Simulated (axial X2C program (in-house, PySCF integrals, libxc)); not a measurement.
Photoelectron levels of AlTe⁻ by EOM-IP-CCSD

Calculated with an axial X2C code built on PySCF integrals: two-component X2C with atomic mean-field Coulomb and Gaunt terms, Gaussian nuclei, basis Te dyall-acv3z, Al dyall-av3z with contracted cores.

R = 2.689 Å (1.090 times 2.467 Å, the PBE0 minimum at charge -1 for the lowest determinant).

Vertical detachment energies of AlTe⁻ to the states of AlTe:

```json
{"Ω of AlTe": "3/2", "vertical detachment energy (eV)": "2.527", "above lowest (cm⁻¹)": "0", "ionised spinor": "76% Te pπ, 13% Al pπ, 7% Al dπ", "one-hole weight": "0.93"}
{"Ω of AlTe": "1/2", "vertical detachment energy (eV)": "2.661", "above lowest (cm⁻¹)": "1080", "ionised spinor": "31% Te pπ, 25% Te pσ, 24% Al pσ", "one-hole weight": "0.94"}
{"Ω of AlTe": "1/2", "vertical detachment energy (eV)": "3.166", "above lowest (cm⁻¹)": "5157", "ionised spinor": "48% Te pπ, 16% Te pσ, 14% Al pσ", "one-hole weight": "0.93"}
{"Ω of AlTe": "1/2", "vertical detachment energy (eV)": "5.979", "above lowest (cm⁻¹)": "27841", "ionised spinor": "53% Al sσ, 35% Te pσ", "one-hole weight": "0.77"}
```

**Question.** What is the splitting of the first π pair in the table, and is it regular or inverted?

**Answer.** E(3/2) − E(1/2) = 0 − 1080 = -1080 cm⁻¹ at EOM-IP-CCSD: inverted, Ω = 3/2 lower. Splittings at this level can be off by ten to twenty per cent.

This point took 19 s on 1 thread of Arm Neoverse V2 (shared host).

Reference electrons by ω block (each with its −ω partner): 1/2: 22, 3/2: 9, 5/2: 2. 20 electrons of AlTe⁻ correlated (inner shells frozen), 82 natural virtual spinors (a truncated set); levels can be off by some tenths of an eV. Roots sought by Ω: (1/2: 4, 3/2: 3, 5/2: 1); rows need 60 % one-particle weight and stop where some Ω has no more roots. Missing are any skipped roots, higher Ω and states of a further excitation; these come out far too high here and may in truth be low or lowest. T1 of the reference 0.015 (Lee–Taylor). Number of frozen shells: Te 4 s, 3 p, 1 d; Al 2 s, 1 p.
